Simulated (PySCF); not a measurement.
A GIAO shielding run with PySCF (density fitting, non-relativistic, gas phase) on `OCC[C@@H]([SiH3])[SiH2]C[SiH3]`, C4H16OSi3:

```
$ OMP_NUM_THREADS=1 python probes_run.py task.json out

{"job": {"kind": "nmr", "xc": "PBE0", "basis": "pcSseg-1"}, "charge": 0, "multiplicity": 1}
O     -3.464018     0.651269     1.230161
C     -3.122008     1.021450    -0.081814
C     -1.624497     1.272745    -0.281707
C     -0.728755     0.079365     0.065500
Si    -1.250144    -1.528469    -0.816160
Si     1.088059     0.563150    -0.280445
C      2.295640    -0.714820     0.425821
Si     4.115879    -0.352955     0.037745
H     -2.997121    -0.164435     1.443446
H     -3.462629     0.256323    -0.795696
H     -3.677821     1.942353    -0.276448
H     -1.474188     1.553182    -1.326310
H     -1.334722     2.129129     0.332895
H     -0.810038    -0.097548     1.144763
H     -1.435001    -1.268383    -2.243991
H     -0.231291    -2.561289    -0.619957
H     -2.500133    -2.060250    -0.252765
H      1.348358     1.870067     0.342176
H      1.265637     0.695662    -1.733207
H      2.170941    -0.773392     1.507094
H      2.045395    -1.702269     0.039867
H      4.313012    -0.333315    -1.412087
H      4.960273    -1.399957     0.622977
H      4.497437     0.942154     0.602629
```

Hardware: 1 thread of an Intel Xeon, shared host. The job also computes population analyses, field gradients.

Question: How large is the calculation?

Answer: 90 electrons, 237 basis functions and 1300 auxiliary functions.

Question: How long does it take, and how much memory does it need?

Answer: 2.5 min of wall time, with 13 SCF cycles and 4 response iterations; peak memory 1.1 GiB. Times on a shared host scatter by some tens of per cent.
